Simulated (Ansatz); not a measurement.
Cartesian coordinates in Å:
```
C -1.2473 -0.6045 3.3188
C -1.8425 0.4828 2.4476
O -1.0588 0.7458 1.3314
Ti -0.0666 0.2697 -0.1046
N -1.1446 -0.3937 -1.5121
C -2.1989 -1.3116 -1.1617
C -1.1307 -0.0667 -2.9114
N 0.9360 1.7346 -0.7742
C 0.3803 3.0634 -0.7126
C 2.2687 1.7123 -1.3136
N 1.1481 -1.1317 0.2997
C 2.0226 -0.9210 1.4265
C 1.3325 -2.4168 -0.3149
H -1.8904 -0.8029 4.1804
H -1.1329 -1.5317 2.7513
H -0.2621 -0.3079 3.6854
H -2.8525 0.1901 2.1260
H -1.9528 1.4073 3.0302
H -3.1931 -0.9053 -1.4004
H -2.0970 -2.2678 -1.6969
H -2.1831 -1.5357 -0.0900
H -0.3298 0.6412 -3.1279
H -2.0825 0.3834 -3.2329
H -0.9727 -0.9623 -3.5316
H 0.2918 3.5108 -1.7140
H -0.6178 3.0468 -0.2666
H 1.0044 3.7373 -0.1064
H 2.6623 0.6946 -1.3186
H 2.9550 2.3426 -0.7270
H 2.2915 2.0897 -2.3475
H 3.0817 -0.9734 1.1314
H 1.8571 0.0659 1.8706
H 1.8630 -1.6700 2.2170
H 2.3604 -2.5410 -0.6895
H 1.1503 -3.2384 0.3954
H 0.6505 -2.5359 -1.1576
```

Charge 0, multiplicity 1.

**Question.** List the CAM-B3LYP/def2-TZVPP orbital energies in eV (the Gaussian-basis code of Ansatz). (Best estimate.)

**Answer.** The calculation gave: Occupied: -4869.31, -543.60, -521.68, -454.16, -454.14, -454.13, -390.65, -390.58, -390.57, -279.87, -279.20, -279.13, -279.04, -279.04, -279.02, -279.01, -278.36, -66.70, -42.57, -42.44, -42.41, -28.65, -26.18, -26.02, -25.98, -22.19, -21.24, -21.18, -21.12, -18.46, -18.28, -18.22, -18.18, -14.68, -14.55, -14.39, -14.24, -14.17, -14.03, -13.99, -13.97, -13.74, -13.69, -13.62, -13.15, -12.28, -12.19, -12.14, -11.94, -11.80, -11.61, -11.56, -11.52, -10.39, -10.32, -10.00, -9.32, -9.22, -7.63, -7.46, -7.19. Lowest empty: 0.73, 0.89, 1.19, 1.42, 1.65, 1.72, 2.52, 2.60.
